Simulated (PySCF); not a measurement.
Isomers of C3H4S. Isolated molecules, 0 K electronic values unless said otherwise. One relaxed conformer stands for each flexible species; it need not be the lowest. Strings in code marks are SMILES. All members: neutral, multiplicity 1. Level: B3LYP-D3(BJ)/def2-TZVP // PBE0-D3(BJ)/def2-TZVP (PySCF). B3LYP has the VWN-RPA correlation part, as in Gaussian. Delta-SCF ions had no search for a lower state.  The removal energy is E(N − 1 electrons) − E(N electrons) at the parent's geometry; ε(HOMO) is measured against the vacuum level.

```
species                           −ε(HOMO) (eV)  vertical ionisation energy (Delta-SCF) (eV)
--------------------------------  -------------  -------------------------------------------
`S=C1CC1`                                  5.99                                         8.45
`C=C=CS` (C–C–S–H torsion 0°)              6.22                                         8.51
`CC#CS`                                    6.26                                     withheld
`C=CC=S` (C–C–C–S torsion 180°)            6.27                                         8.65
`C#CSC`                                    6.30                                         8.66
`SC1C=C1` (H–S–C–C torsion 152°)           6.39                                         8.96
`C#CCS` (C–C–S–H torsion 58°)              6.81                                         9.30
```

Fit vertical ionisation energy (Delta-SCF) = a + b·x to the 6 complete rows by least squares, with x = −ε(HOMO) in eV. Give a, b and the rms residual, and predict the withheld value.

Means of the 6 rows: x̄ = 6.33, ȳ = 8.755 eV. Σ(x − x̄)² = 0.3662 and Σ(x − x̄)(y − ȳ) = 0.4137, so b = 1.130 and a = ȳ − b·x̄ = 1.602 eV. The rms residual is 0.086 eV. At x = 6.26 the line gives 8.68 eV. The run for `CC#CS` gave 8.63 eV, so the line is off by 0.05 eV, within twice the rms residual.

Codes: PySCF.
